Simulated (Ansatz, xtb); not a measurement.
# Two structures of ClHLiOSb

We compare X, a singlet given by its coordinates, with Y, a triplet given by its coordinates. Both are isolated molecules in the gas phase, relaxed with B3LYP-D4/def2-TZVP.

X (Å):

```xyz
5

Cl   -0.9395    1.8902   -1.2564
Li   -0.2637   -0.2863   -1.2338
O     0.3357   -0.3888    0.4852
Sb   -1.3554    0.7598    1.0121
H     1.1329    0.0118    0.8430
```

Close contacts (Å): Cl1–Li2 2.28, Cl1–Sb4 2.57, Li2–O3 1.82, Li2–Sb4 2.71, O3–Sb4 2.11, O3–H5 0.96.

Y (Å):

```xyz
5

Cl   -1.4225    1.5095   -1.6825
Li    0.1339    0.1236   -1.3601
O     0.3442   -0.1123    0.4209
Sb   -1.0338    1.0758    1.4345
H     0.8882   -0.6100    1.0372
```

Close contacts (Å): Cl1–Li2 2.11, Li2–O3 1.81, Li2–Sb4 3.17, O3–Sb4 2.08, O3–H5 0.96.

**Question.** Estimate which is lower in electronic energy at CCSD(T)/def2-TZVPP, and by roughly how much.

**Answer.** The CCSD(T)/def2-TZVPP calculation puts structure X lower, by 2.3 kcal/mol.

How the difference moves with the method:

```tsv
level	geometry	E(Y) − E(X) (kcal/mol)	departure from the last row (kcal/mol)	job, with rough time for the two
B3LYP-D4/def2-TZVP	B3LYP-D4/def2-TZVP	+2.4	+0.2	optimisation, 8.7 min
HF/def2-TZVPP	B3LYP-D4/def2-TZVP	−14.4	−16.6	part of the CCSD(T) run
MP2/def2-TZVPP	B3LYP-D4/def2-TZVP	+2.1	−0.2	part of the CCSD(T) run
CCSD(T)/def2-TZVPP	B3LYP-D4/def2-TZVP	+2.3		single point, 7 min
```

HF/def2-TZVPP puts the two in the other order. The largest departure from CCSD(T)/def2-TZVPP is that of HF/def2-TZVPP, 16.6 kcal/mol. Levels run at GFN2-xTB geometries aren't shown. The triplet state of Y needn't be its ground state.

With harmonic frequencies from B3LYP-D4/def2-TZVP (ideal gas, rigid rotor, one conformer each, 298.15 K, 1 atm): the zero-point term adds −0.2 kcal/mol; ΔH is +2.2 and ΔG +0.9 kcal/mol.

Open shells are spin-unrestricted. The correlated steps freeze 10 core orbitals; the filled d shell of Sb is correlated; the last core shell of Li is correlated, in a basis made for valence electrons. Atoms past krypton carry core potentials in the def2 sets and no spin–orbit term is included. ΔG holds the spin degeneracy. Mirror images aren't counted in ΔG. Programs: Ansatz 0.2.0; the last row on 2 threads of Intel(R) Xeon(R) Processor @ 2.50GHz (Skylake/Cascade Lake) on a shared host.
